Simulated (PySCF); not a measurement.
SCF from a fresh guess for quartet PdH₅, at the PBE0 minimum. PySCF input:

```python
from pyscf import gto, scf, dft
mol = gto.M(atom='''
Pd    -0.030300    -0.003520    -0.000000
H      0.000000    -1.655990     0.000000
H      1.815260     0.195250     0.395790
H     -0.223050     0.817470     1.416700
H     -0.223050     0.817470    -1.416690
H      1.815260     0.195250    -0.395790''',
    basis={'Pd': 'def2-TZVP', 'H': 'def2-TZVP'},
    ecp={'Pd': 'def2-TZVP'},
    charge=0, spin=3)
mf = dft.UKS(mol, xc='PBE0')
mf.grids.atom_grid = (50, 194)
aux = {'Pd': 'def2-universal-JKFIT', 'H': 'def2-universal-JKFIT'}
mf = mf.density_fit(auxbasis=aux)
mf.conv_tol = 1e-08
mf.diis_space = 10
mf.max_cycle = 60
mf.init_guess = 'minao'
mf.verbose = 4
mf.kernel()
```

Excerpt of the output (cycles alone):

```
init E= -121.083876191594
cycle= 1 E= -129.183377977216  delta_E= -8.1  |g|= 2.08  |ddm|= 3.19
cycle= 2 E= -113.670351798684  delta_E= 15.5  |g|= 4.23  |ddm|= 15.3
cycle= 3 E= -130.086026380731  delta_E= -16.4  |g|= 1.15  |ddm|= 15.3
cycle= 4 E= -130.681537276828  delta_E= -0.596  |g|= 0.213  |ddm|=  1.1
cycle= 5 E= -130.700757258938  delta_E= -0.0192  |g|= 0.118  |ddm|= 0.213
cycle= 6 E= -130.704875168905  delta_E= -0.00412  |g|= 0.0627  |ddm|= 0.0674
cycle= 7 E= -130.70661553431  delta_E= -0.00174  |g|= 0.0273  |ddm|= 0.0643
cycle= 8 E= -130.706896127635  delta_E= -0.000281  |g|= 0.00748  |ddm|= 0.0236
cycle= 9 E= -130.706915838266  delta_E= -1.97e-05  |g|= 0.00121  |ddm|= 0.00534
cycle= 10 E= -130.706916645642  delta_E= -8.07e-07  |g|= 0.000667  |ddm|= 0.00124
cycle= 11 E= -130.706916895119  delta_E= -2.49e-07  |g|= 0.000105  |ddm|= 0.00095
cycle= 12 E= -130.706916902732  delta_E= -7.61e-09  |g|= 4.45e-05  |ddm|= 0.000167
Extra cycle  E= -130.706916900537  delta_E= 2.19e-09  |g|= 9.82e-05  |ddm|= 8.47e-05
converged SCF energy = -130.706916900537  <S^2> = 3.756088  2S+1 = 4.0030428
```

No lower solution of this spin was found from smeared starts or by a stability analysis within the unrestricted form.

Other spin states or occupations of the open shell can lie lower.

The search for the lowest solution, 3 starts and the stability check together, took 10 s on 2 threads of a shared Arm Neoverse V1 host, with 70 basis functions; the process peaked at 0.49 GiB. Launch command: `OMP_NUM_THREADS=2 python axn.py task.json out`.
